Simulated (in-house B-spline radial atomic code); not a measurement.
Checks on a self-consistent run for Hf, [Xe] 4f14 (5d5/2)1 6s2 (7d3/2)1. Method: Dirac-Hartree-Fock, average of the jj configuration, Fermi nucleus of rms radius 5.347 fm. Calculated with a radial B-spline atomic code at the basis-set limit.

```csv
orbital,q,ε (Eh),<1/r>,<r²>,small-component weight
1s1/2,2,-2416.71258,83.775,0.00049504,0.073343
2s1/2,2,-418.41256,20.3235,0.00757438,0.016565
2p1/2,2,-398.72016,20.2479,0.00544601,0.016583
2p3/2,4,-354.82614,17.2186,0.00664724,0.015067
3s1/2,2,-97.73466,7.47085,0.0494408,0.0054393
3p1/2,2,-89.03480,7.37225,0.0456312,0.0053659
3p3/2,4,-79.47388,6.59652,0.0522096,0.0049411
3d3/2,4,-64.95183,6.46831,0.0408254,0.0047969
3d5/2,6,-62.88884,6.2827,0.0426394,0.0046765
4s1/2,2,-21.04813,3.10428,0.248047,0.0017387
4p1/2,2,-17.44001,2.99037,0.25803,0.0016487
4p3/2,4,-15.23301,2.73483,0.292578,0.0015012
4d3/2,4,-9.29532,2.50857,0.325936,0.0013033
4d5/2,6,-8.88481,2.4436,0.339831,0.0012596
4f5/2,6,-1.47783,1.95434,0.539063,0.00085515
4f7/2,8,-1.40766,1.92186,0.562756,0.00083298
5s1/2,2,-3.24858,1.15734,1.48273,0.00034884
5p1/2,2,-2.09443,1.03527,1.83266,0.00028608
5p3/2,4,-1.80734,0.942721,2.15105,0.00024449
5d5/2,1,-0.50412,0.599897,5.42257,0.00010035
6s1/2,2,-0.44452,0.382957,12.0012,4.2638e-05
7d3/2,1,-0.02889,0.0592493,607.946,2.0086e-06
```

Electron-electron repulsion V_ee = 5605.1257 hartree.

Problem. What total energy follows from the eigenvalues?

Solution. The eigenvalues count the repulsion twice, so E = Σqε - V_ee = -9483.434 - 5605.126 = -15088.560 hartree; the run printed -15088.560.

Problem. Does the Dirac virial theorem hold?

Solution. For a point nucleus E = -2c²Σq·w, with w the small-component weight. Here Σq·w = 0.40165 and c = 137.0360, so the ratio E/(-2c²Σq·w) is 1.000231; the finite nucleus accounts for the departure from 1.

Problem. What diamagnetic shielding (Lamb formula) and susceptibility (Langevin formula) do the radii give?

Solution. σ = (α²/3)Σq<1/r> = 521.715/(3·137.036²) = 9260.7 ppm, and χ = -0.79199×10⁻⁶·Σq<r²> = -528.1×10⁻⁶ cm³/mol with Σq<r²> = 666.74 bohr². Both are non-relativistic formulas without the paramagnetism of open shells; for so heavy an element the full relativistic shielding is larger by tens of per cent.
